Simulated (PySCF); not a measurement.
# Ge+: ionisation energy

Ge+ [Ar] 3d10 4s2 4p1 (2P) → Ge(2+) [Ar] 3d10 4s2 (1S), as a difference of total energies. Calculation: PySCF 2.14, in ANO-RCC-VTZP (6s5p3d1f, 43 functions); the spin-free X2C one-electron Hamiltonian (Gaussian nucleus). Correlated levels: valence: [Ar] 3d10 frozen. The calculations carry no spin-orbit coupling.

| method | ionisation energy (eV) |
| --- | --- |
| UHF | 15.253 |
| MP2 (valence) | 15.425 |
| SCS-MP2 (valence) | 15.406 |
| CCSD (valence) | 15.505 |
| CCSD(T) (valence) | 15.519 |
| CCSDT (valence) | 15.524 |
| FCI (valence) | 15.524 |

Problem. How much does correlation contribute at CCSD(T) (valence)?

Solution. 15.519 − (15.253) = 0.266 eV, measured against UHF.

Errors of the correlated levels include the incompleteness of this basis and the frozen core.

For comparison: 15.789 eV (measured; NIST levels, between the centres of gravity of the two terms).
